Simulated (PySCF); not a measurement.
A structure optimised at PBE-D3(BJ)/def2-SVP, used in a PySCF frequency run:

```xyz
13

Si    -0.2407     0.0548     0.3862
F      0.5445     1.4271     0.8583
C     -1.0288     0.4565    -1.2595
C     -0.8973     1.6642    -1.8450
C      0.9724    -1.3597     0.2590
C      0.8802    -2.4595     1.0345
H     -1.2522    -0.2859     1.4453
H     -1.6150    -0.3265    -1.7768
H     -1.3540     1.8985    -2.8224
H     -0.3221     2.4730    -1.3625
H      1.7806    -1.3086    -0.4946
H      1.5801    -3.3085     0.9431
H      0.0929    -2.5622     1.8027
```

**Question.** Write its SMILES and formula.

**Answer.** C=C[SiH](F)C=C, C4H7FSi

**Question.** What are its rotational constants (standard atomic weights)?

**Answer.** 5.0481, 1.7364, 1.4322 GHz
